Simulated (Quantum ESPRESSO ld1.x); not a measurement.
The numbers below are computed, except where a source is named.
Species: Gd XXV. Configuration: [Ar] 3d10 4s2 4p5 4d4 5s1 (not the ground configuration). Level of theory: Dirac Kohn-Sham, relativistic LDA (MacDonald-Vosko exchange, VWN5 correlation), spin-unpolarised, spherical densities, point nucleus; open shells fill j = l - 1/2 first (ld1.x of Quantum ESPRESSO 7.5).

Radial electron density D(r) = 4 pi r^2 rho(r):

| r (bohr) | D(r) (e/bohr) |
|---|---|
| 0.0007842 | 2.776 |
| 0.0008984 | 3.480 |
| 0.001029 | 4.352 |
| 0.001179 | 5.430 |
| 0.001362 | 6.843 |
| 0.00156 | 8.486 |
| 0.001788 | 10.48 |
| 0.002048 | 12.90 |
| 0.002346 | 15.79 |
| 0.002688 | 19.22 |
| 0.00308 | 23.25 |
| 0.003557 | 28.22 |
| 0.004075 | 33.60 |
| 0.004669 | 39.62 |
| 0.005349 | 46.21 |
| 0.006128 | 53.24 |
| 0.007021 | 60.48 |
| 0.008044 | 67.62 |
| 0.009289 | 74.64 |
| 0.01064 | 80.27 |
| 0.01219 | 84.46 |
| 0.01397 | 86.83 |
| 0.016 | 87.20 |
| 0.01834 | 85.68 |
| 0.02101 | 82.82 |
| 0.02426 | 79.43 |
| 0.0278 | 77.25 |
| 0.03184 | 77.47 |
| 0.03648 | 81.04 |
| 0.0418 | 88.01 |
| 0.04789 | 97.16 |
| 0.05486 | 106.1 |
| 0.06336 | 111.9 |
| 0.07259 | 111.6 |
| 0.08317 | 105.2 |
| 0.09528 | 95.33 |
| 0.1092 | 86.50 |
| 0.1251 | 83.15 |
| 0.1433 | 86.68 |
| 0.1655 | 94.18 |
| 0.1896 | 97.73 |
| 0.2172 | 91.89 |
| 0.2489 | 76.22 |
| 0.2851 | 56.47 |
| 0.3266 | 40.70 |
| 0.3742 | 33.37 |
| 0.4322 | 32.37 |
| 0.4952 | 31.61 |
| 0.5673 | 26.95 |
| 0.6499 | 19.13 |
| 0.7446 | 11.47 |
| 0.8531 | 6.183 |
| 0.9774 | 3.226 |
| 1.129 | 1.539 |
| 1.293 | 0.6470 |
| 1.482 | 0.2053 |
| 1.697 | 0.04526 |
| 1.945 | 0.006523 |
| 2.228 | 0.0005799 |

D(r) has 4 maxima, at r = 0.0154, 0.0676, 0.188, 0.446 bohr, and minima at 0.0294, 0.124, 0.415 bohr, inside which lie 2.01, 11.13, 29.85 electrons.
